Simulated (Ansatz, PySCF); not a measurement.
Reaction (SMILES): COC(C)=O → [CH2]OC(C)=O + H atom (the C-H bond at the site shown breaks; other sites are not compared here)
Structures are relaxed separately at B3LYP-D3(BJ)/def2-TZVP in Ansatz (a first-principles code), one conformer each, not searched for the lowest.

Property: bond dissociation energy (electronic energy difference), in kcal/mol. Correlated levels leave the core frozen unless marked. Open shells are spin-unrestricted. No spin-orbit coupling. No relativistic terms. CBS marks a two-point X^-3 extrapolation of the correlation energy; Hartree-Fock from the larger set. [CCSD(T)-MP2]/basis is that difference in the basis named.

```
level                                                     program  bond dissociation energy (kcal/mol)  minus last row
-------------------------------------------------  --------------  -----------------------------------  --------------
HF/6-31G*                                                  Ansatz                                 84.9           -23.2
HF/cc-pVTZ                                                 Ansatz                                 83.7           -24.4
HF/cc-pVQZ                                                 Ansatz                                 83.6           -24.5
BLYP-D4/def2-TZVPD                                 Ansatz + dftd4                                102.0            -6.1
B3LYP-D3(BJ)/def2-TZVPD                            Ansatz + dftd3                                104.3            -3.8
PBE0/6-31G*                                                Ansatz                                104.1            -4.0
PBE0/def2-SVP                                              Ansatz                                102.1            -6.0
PBE0/def2-QZVPP                                            Ansatz                                102.4            -5.7
BHLYP-D3(BJ)/def2-TZVPD                            Ansatz + dftd3                                104.2            -3.9
TPSSh-D4/def2-TZVPD                                 PySCF + dftd4                                104.6            -3.5
r2SCANh/def2-TZVPD                                         Ansatz                                101.2            -6.9
HSE06/def2-TZVPD                                           Ansatz                                102.3            -5.8
CAM-B3LYP-D3(BJ)/def2-TZVPD                        Ansatz + dftd3                                104.8            -3.3
B2GP-PLYP-D3(BJ)/def2-TZVPD                        Ansatz + dftd3                                104.8            -3.3
MP2/6-31G*                                                 Ansatz                                100.2            -7.9
RI-MP2/cc-pVTZ                                             Ansatz                                106.2            -1.9
RI-MP2/cc-pVQZ                                             Ansatz                                107.1            -1.0
CCSD/6-31G                                                 Ansatz                                 97.4           -10.7
CCSD/cc-pVTZ                                               Ansatz                                105.9            -2.2
CCSD(T)/STO-3G                                             Ansatz                                117.9             9.8
RI-MP2/CBS(cc-pVTZ,cc-pVQZ)+[CCSD(T)-MP2]/cc-pVTZ          Ansatz                                108.1             0.0
```
